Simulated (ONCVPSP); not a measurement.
**Pseudopotential generation for copper: ONCV, PBEsol, scalar-relativistic.**

- Element: copper (Cu)
- Generator: ONCVPSP 4.0.1
- Type: optimised norm-conserving Vanderbilt (ONCV)
- Functional: PBEsol
- Relativity: scalar-relativistic
- Frozen core: [Ar]
- Valence charge: 11
- Reference configuration: 3d10 4s0.5 4p0.5
- Partial waves: 4s: rc 1.66 bohr, ncon 4, nbas 8, qcut 3.4 1/bohr, 1 projector; 4p: rc 3.08 bohr, ncon 4, nbas 8, qcut 1.8 1/bohr, 2 projectors, debl 3.1 Ha; 3d: rc 1.14 bohr, ncon 5, nbas 10, qcut 12.4 1/bohr, 2 projectors, debl 1.7 Ha
- Local potential: polynomial inside 0.80 bohr (lpopt 5, dvloc0 2 Ha)
- Core correction: none

All-electron outer shells of the reference configuration (PBEsol, scalar-relativistic, ld1.x):

| shell | level (eV) | outermost node (bohr) | outermost maximum (bohr) |
| --- | --- | --- | --- |
| 3s | -115.55 | 0.29 | 0.61 |
| 3p | -73.15 | 0.26 | 0.62 |
| 3d | -6.20 | – | 0.60 |
| 4s | -5.41 | 0.89 | 2.24 |
| 4p | -1.23 | 0.97 | 3.43 |

Question: Does the generator finish with these settings?

Answer: Yes, a potential is produced and its reference levels are reproduced.

Question: Estimate the cutoffs (Ha) at which the residual kinetic energy of the hardest occupied pseudo-wave falls to 1 and 0.1 mHa per electron.

Answer: 71 Ha and 139 Ha.

Question: What does a ghost test show?

Answer: Ghosts flagged at negative energy: s at -198.0 eV; GHOST(+) flagged for p at 69.9 eV. A true bound ghost makes a file unfit for plane-wave use.

Question: Which valence shell sets the plane-wave cutoff?

Answer: 3d: 71 Ha for 1 mHa per electron, against 5 Ha for 4s.

Its largest configuration-test error is -3.5 meV (3d10 4s0 4p0). 1 of 4 tests not solved or not reliable.
